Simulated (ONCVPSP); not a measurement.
## Which change was made? (Bi, ONCV)

ONCVPSP 4.0.1 input, shortened (lines: element, Z, core and valence counts, functional; n l f; lmax; l rc ep ncon nbas qcut; lloc lpopt rc5 dvloc0; l nproj debl; icmod fcfact rcfact), PBE, scalar-relativistic:

```
  Bi 83.00   10    5        4      upf
    1    0    2.00
    2    0    2.00
    2    1    6.00
    3    0    2.00
    3    1    6.00
    3    2   10.00
    4    0    2.00
    4    1    6.00
    4    2   10.00
    4    3   14.00
    5    0    2.00
    5    1    6.00
    5    2   10.00
    6    0    2.00
    6    1    3.00
    2
    0    1.25    0.00    3    7   10.80
    1    1.45    0.00    4    8   10.00
    2    1.15    0.00    3    7    7.20
    4    3    0.80    3.00
    0    2    0.90
    1    2    1.70
    2    2    3.80
    3    2.75    1.25
```

Cutoffs, loose and tight: the cutoffs (Ha) at which the residual kinetic energy of the hardest occupied pseudo-wave falls to 1 and 0.1 mHa per electron. They do not see the model core or the augmentation charge, which bear on the density cutoff. Test errors are all-electron minus pseudo excitation energies from the reference, over the configurations 5s2 5p6 5d10 6s2 6p2; 5s2 5p6 5d10 6s2 6p1; 5s2 5p6 5d10 6s2 6p0; 5s2 5p6 5d10 6s0 6p5; variants that change the core or the reference have their own tests.

The base gives: outcome: generated; cutoff, loose: 42 Ha; cutoff, tight: 48 Ha; bound ghosts: none; GHOST(+) flags above zero: s; largest test error (meV): -23.

**Question.** After one change the result is: outcome: generated; cutoff, loose: 130 Ha; cutoff, tight: 194 Ha; bound ghosts: none; GHOST(+) flags above zero: s; largest test error (meV): -23. Which change was it?
A. s: qcut 8.4; p: qcut 7.7; d: qcut 5.6
B. s: qcut 7.2; p: qcut 6.7; d: qcut 4.8
C. s: qcut 12.1; p: qcut 11.2; d: qcut 8.1

**Answer.** B. The others give: s: qcut 12.1; p: qcut 11.2; d: qcut 8.1 → outcome: failed: ERROR pspot: first pseudo wave function has node, program will stop | s: qcut 8.4; p: qcut 7.7; d: qcut 5.6 → outcome: generated; cutoff, loose: 103 Ha; cutoff, tight: 147 Ha; bound ghosts: none; GHOST(+) flags above zero: s; largest test error (meV): -23.
